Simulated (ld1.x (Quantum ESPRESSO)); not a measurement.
What one change does to a pseudopotential (Yb, TM)

ytterbium, norm-conserving Troullier–Martins (Kleinman–Bylander form), made with ld1.x (Quantum ESPRESSO) 7.5 (Wu–Cohen, scalar-relativistic). Core [Kr] 4d10 4f13, reference 5s2 5p6 5d1 6s2 6p0. Waves: 5p (bound): rc 1.55 bohr; 5d (bound): rc 2.15 bohr; 5s (bound): rc 1.40 bohr. Local part: the s channel. Core correction: none.

Occupied shells without a wave of their own: 6s. They enter only through the test configuration that unscreens the potential.

Change: core correction a·sin(br)/r model core inside 1.42 bohr (6s counted twice).

Cutoffs: the cutoffs (Ry, on a coarse ladder) from which the occupation-weighted sum of valence levels, in a spherical-Bessel basis at the reference potential, stays within 10 and 1 mRy of its value at 400 Ry; they do not see the model core or the augmentation charge, which bear on the density cutoff. Errors are all-electron minus pseudo energies relative to the spin-unpolarised reference configuration.

Q: Predict the effect on cutoff, ghosts and configuration errors.

A: The potential gets neither clearly harder nor softer (80 Ry and 140 Ry → 80 Ry and 140 Ry); of the 7 tests that both files solve, the error grows in 7 and shrinks in 0 by more than 15 % and 0.3 meV (median size 203.7 → 306.7 meV); neither file shows a bound ghost at the reference potential, the only one tested. In the changed file ld1.x takes every shell without a wave as core, so the model core holds the 6s electrons as well and exchange and correlation see them twice. This cancels in the reference configuration, but the file is broken for other ones, and its errors say nothing about a proper core correction. A model core, the more so a compact one, raises the density cutoff, which this test does not measure.

```csv
quantity,base,changed
"cutoff, loose",80 Ry,80 Ry
"cutoff, tight",140 Ry,140 Ry
bound ghosts,none,none
"largest miss of a reference level, eV",0.11,0.11
"error for 5s2 5p6 5d1 6s1 6p0, meV [ΔE 7.28 eV]",-144,-307
"error for 5s2 5p6 5d1 6s0 6p0, meV [ΔE 20.27 eV]",-353,-1208
"error for 5s2 5p6 5d0 6s0 6p0, meV [ΔE 40.19 eV]",-566,-1944
"error for 5s2 5p6 5d1 6s1 6p1, meV [ΔE 3.39 eV]",-108,-146
"error for 5s2 5p6 5d0 6s2 6p1, meV [ΔE 1.13 eV]",+10,-28
"error for 5s1 5p6 5d1 6s2 6p0, meV [ΔE 65.32 eV]",-378,-494
"error for 5s2 5p5 5d1 6s2 6p0, meV [ΔE 36.38 eV]",-204,-298
s: phases at 2.36 bohr within 0.05 rad from the reference energy up to (Ry; the scan ends near 5),-0.1,-0.1
p: phases at 2.36 bohr within 0.05 rad from the reference energy up to (Ry; the scan ends near 5),1.7,1.7
d: phases at 2.36 bohr within 0.05 rad from the reference energy up to (Ry; the scan ends near 5),4.4,4.4
```

Base: The 6s level has no wave, so the channel is fitted at the deeper level alone: the likely source of the large errors. Changed file: These tests converged, but a pseudo level misses the all-electron one widely, so the file describes the atom poorly there or has found another state: 5s2 5p6 5d1 6s0 6p0: empty 6p by 5.5 eV; 5s2 5p6 5d0 6s0 6p0: empty 6p by 7.9 eV.
